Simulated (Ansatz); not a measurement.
```yaml
crystal:
  periodic: [false, false, false]
  atoms:
    - {symbol: S, position_ang: [-1.227454, -1.652047, 0.934729]}
    - {symbol: C, position_ang: [-0.077434, -0.963969, 0.053554]}
    - {symbol: Sb, position_ang: [0.769204, 0.984721, 0.430767]}
    - {symbol: H, position_ang: [0.396693, -1.522461, -0.758136]}
    - {symbol: H, position_ang: [0.936427, 1.353507, -1.231372]}
    - {symbol: H, position_ang: [-0.755238, 1.736250, 0.524358]}
basis:
  gaussian: {orbitals: def2-mTZVPP}
hamiltonian: {xc: {name: B97M-V}}
output: {forces: true}
```

```sh
$ ansatz run in.yaml --threads 2 --pin off --events-out ev --progress --plain --max-ram 4352MiB
```

Shortened log:

```
Functional definition: B97M-V
978 factors; their error is unknown
mean field evaluation 1: about -18449.8324 eV, gradient 4.5e1 eV
mean field evaluation 2: about -18430.9194 eV, gradient 8.4e1 eV
mean field evaluation 4: about -18454.8208 eV, gradient 9.5e0 eV
mean field evaluation 8: about -18455.1452 eV, gradient 2.4e-1 eV
mean field evaluation 16: about -18455.1219 eV, gradient 3.3e-4 eV
mean field -18455.12191626 eV, -678.2132210918 hartree, gradient 1.6e-5 eV, S^2 0.000000; 0 other end points of the search recorded, 0 dependent functions left out
reference -18455.12197456 eV, -678.2132232342 hartree; 24, 24 occupied and 73, 73 virtual orbitals, 978 factors
Total energy: -18455.12197456 eV, -678.2132232342 hartree
Atom 0 at    -1.227454    -1.652047     0.934729 Å, force    -0.376197    -0.248684     0.293183 eV/Å
Atom 1 at    -0.077434    -0.963969     0.053554 Å, force     0.331348    -0.005717    -0.416050 eV/Å
Atom 2 at     0.769204     0.984721     0.430767 Å, force     0.176544     0.133418     0.149160 eV/Å
Atom 3 at     0.396693    -1.522461    -0.758136 Å, force    -0.052729     0.029117     0.084496 eV/Å
Atom 4 at     0.936427     1.353507    -1.231372 Å, force     0.020333     0.035962    -0.117785 eV/Å
Atom 5 at    -0.755238     1.736250     0.524358 Å, force    -0.099300     0.055904     0.006996 eV/Å
Dipole moment:     0.314063     0.203477    -0.140727 e Å
```

Run time 3.8 s (2 threads of an AMD EPYC 7B13 on a shared host); peak host memory 0.33 GiB.
